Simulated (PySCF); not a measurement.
C3H9NSi2. Atoms are numbered in the order given.

```xyz
15

N     -0.0614     2.1851    -1.3372
C      0.1492     1.1271    -0.9136
C      0.4439    -0.1806    -0.3510
Si     2.2996    -0.2565     0.1219
C     -0.4548    -0.5346     0.8515
Si    -2.3095    -0.6437     0.4656
H      0.3032    -0.9232    -1.1578
H      3.1482     0.0545    -1.0634
H      2.5540     0.7209     1.2190
H      2.5772    -1.6427     0.6035
H     -0.1409    -1.5111     1.2577
H     -0.3063     0.1977     1.6632
H     -2.5181    -1.6285    -0.6408
H     -3.0333    -1.1150     1.6847
H     -2.8455     0.6836     0.0473
```
Charge 0, spin multiplicity 1.

Geometry: PBE0-D3(BJ)/def2-SVP. The structure was generated by enumeration; whether it is a known compound was not checked. One conformer was computed; it need not be the lowest.

All values below come from PBE/pcSseg-1 (PySCF).

GIAO shieldings, no solvent; atoms listed in one row are averaged. δ = σ(ref) − σ: ¹⁵N against NH3 (σ = 267.0 ppm); ¹³C against TMS (σ = 182.0 ppm); ²⁹Si against TMS (σ = 335.4 ppm); ¹H against TMS (σ = 31.49 ppm), references at their B3LYP-D3(BJ)/def2-TZVP geometries, non-relativistic.

```csv
nucleus,atoms,count,δ (ppm)
¹⁵N,N1,1,306.8
¹³C,C2,1,122.4
¹³C,C3,1,13.4
¹³C,C5,1,13.3
²⁹Si,Si4,1,-52.3
²⁹Si,Si6,1,-67.0
¹H,"H8, H9, H10",3,4.45
¹H,"H13, H14, H15",3,4.41
¹H,H7,1,2.09
¹H,H12,1,1.29
¹H,H11,1,1.10
```
